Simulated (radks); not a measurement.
Results of a calculation; reference values are marked as such.
Q: Mean orbital radii <r> (bohr) of neutral samarium, [Xe] 4f6 6s2, of relativity; Dirac values are averaged over j with weights 2j + 1. Spin-unpolarised spherical Kohn-Sham, PBE, point nucleus unless stated (finite: rms radius 5.0819 fm), a radial shooting solver on a logarithmic mesh with Libxc functionals. A level marked "c x" has the speed of light scaled by that factor and shares open shells by 2j + 1; other Dirac levels either fill j = l - 1/2 first or share by 2j + 1.

shell  non-rel.
2s       0.1044
2p      0.08859
3s       0.2706
3p       0.2604
3d       0.2318
4s       0.6128
4p       0.6288
4d       0.6706
5s        1.501
5p        1.702
4f       0.9474
6s        4.571

Give the values at the level "Dirac, low j first".

A: 
shell  Dirac, low j first  change of magnitude (%)
2s                0.09649                    -7.57
2p                0.08515                    -3.88
3s                 0.2545                    -5.95
3p                 0.2527                    -2.95
3d                 0.2310                    -0.36
4s                 0.5792                    -5.49
4p                 0.6127                    -2.57
4d                 0.6713                    +0.10
5s                  1.412                    -5.95
5p                  1.662                    -2.35
4f                  1.029                    +8.57
6s                  4.326                    -5.36
